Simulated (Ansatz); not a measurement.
Ge₁₂N. Total charge 0; doublet. Geometry PBE-D4/def2-SVP.

```csv
atom,x (Å),y (Å),z (Å)
N1,-1.5376,-0.0045,-0.4698
Ge2,-1.0180,-2.0183,-0.0753
Ge3,-1.5954,-0.6817,-2.2852
Ge4,-0.6064,-1.4288,2.5621
Ge5,-0.5372,1.5185,0.1447
Ge6,0.6573,2.5326,-1.9150
Ge7,-1.2185,1.1620,2.6992
Ge8,0.8783,0.1004,-2.6971
Ge9,1.3741,0.7449,2.1961
Ge10,2.8284,-1.1377,-1.5059
Ge11,2.1162,1.0558,-0.3991
Ge12,-2.8104,-0.4555,1.0624
Ge13,1.4691,-1.3876,0.6828
```

Single mean-field runs in def2-TZVP are fitted with def2-universal-jkfit. At HF/STO-3G the charge 0 doublet is spin-contaminated (final ⟨S²⟩ up to 1.06, 0.75 for a pure state). Another isomer (doublet) lies 0.24 eV lower at PBE0-D4/def2-TZVP; other spin states weren't run for this one.

Question: Estimate the α-spin orbital energies around the gap (eV) in Ansatz with HF/STO-3G, PBE-D4/def2-SVP, revPBE-D4/def2-TZVP, r2SCAN-D4/def2-TZVP, PBE0-D4/def2-SVP.

Answer: 
```tsv
orbital	HF/STO-3G	PBE-D4/def2-SVP	revPBE-D4/def2-TZVP	r2SCAN-D4/def2-TZVP	PBE0-D4/def2-SVP
HOMO−9	-6.45	-6.68	-6.53	-6.94	-7.64
HOMO−8	-6.34	-6.64	-6.51	-6.90	-7.53
HOMO−7	-6.01	-6.42	-6.27	-6.65	-7.28
HOMO−6	-5.66	-6.08	-5.95	-6.30	-6.93
HOMO−5	-5.31	-5.85	-5.71	-6.04	-6.64
HOMO−4	-5.04	-5.75	-5.62	-5.99	-6.57
HOMO−3	-4.54	-5.43	-5.30	-5.63	-6.21
HOMO−2	-4.49	-5.24	-5.11	-5.43	-5.97
HOMO−1	-4.17	-5.18	-5.05	-5.37	-5.96
HOMO	-4.04	-4.79	-4.67	-5.04	-5.54
LUMO	2.82	-3.68	-3.56	-3.73	-3.22
LUMO+1	3.19	-3.58	-3.46	-3.64	-3.12
LUMO+2	3.95	-3.41	-3.28	-3.44	-2.93
LUMO+3	4.25	-3.14	-3.01	-3.17	-2.68
LUMO+4	5.23	-2.44	-2.32	-2.41	-1.88
LUMO+5	6.06	-2.13	-2.02	-2.06	-1.52
β HOMO	-3.86	-5.15	-5.02	-5.34	-5.87
β LUMO	2.36	-4.51	-4.36	-4.49	-4.06
```
